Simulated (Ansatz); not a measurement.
Species: C2HNO, SMILES `N#CC=O` (charge 0, multiplicity 1), formula C2HNO.

Problem. How many basis functions does frozen-core CCSD(T)/cc-pVTZ // CAM-B3LYP-D3(BJ)/def2-TZVP in Ansatz (an electronic-structure program) use, how many core orbitals are frozen, and how many electrons are correlated?

Solution. 134 basis functions and 4 frozen orbitals, which leaves 20 correlated electrons. Core time is of the order of seconds.
